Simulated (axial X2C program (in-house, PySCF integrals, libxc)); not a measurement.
## Worked dissociation energy of BrF: CCSD(T), 2c

Calculated with an in-house relativistic program for diatomic molecules. Two-component (2c) means X2C with spin–orbit coupling and atomic mean-field two-electron Coulomb and Gaunt terms. Basis: Br dyall-cv3z [8s9p6d4f1g], F dyall-av3z [7s6p3d2f] (cores contracted in-house); Gaussian nuclei, density fitting, unrestricted open shells. Masses: Br 78.918 u, F 18.998 u.

Molecular state: Ω = 0 (closed shell).

Correlated methods: 14 electrons correlated (number of frozen shells: Br 3 s, 2 p, 1 d; F 1 s), 210 virtual spin orbitals or spinors in MP2, 90 natural virtuals in coupled cluster.

* E(Br) (2M_J = 3): -2603.767042 hartree
* E(F) (2M_J = 3): -99.724198 hartree
* E(BrF) at Re: -2703.582421 hartree
* ωe: 663.7 cm⁻¹
* ωexe: 3.68 cm⁻¹

(1) Work out De and D0.

The state is one determinant whose occupation by symmetry is held fixed; it was picked as the lowest of a PBE0 search that is not exhaustive. Closed shells are restricted here (equal orbitals for both partners); the stretched side of such a curve lies too high. Dissociation energies refer to the lowest single-determinant-based atoms at the same level and basis. Coupled cluster ran in a truncated set of natural virtual spinors; the MP2 energy of the rest was added. (T) has no such correction and the atoms are truncated less, which lowers De at CCSD(T) by a hundredth of an eV or more.

Each atomic determinant is the lowest at this level and need not be a pure J level. Totals compare only within one Hamiltonian and basis.

Answers

(1) De = -2603.767042 + (-99.724198) − (-2703.582421) = 0.09118 hartree = 2.481 eV. The zero-point energy is ωe/2 − ωexe/4 = 331 cm⁻¹ = 0.041 eV, so D0 = 2.440 eV.
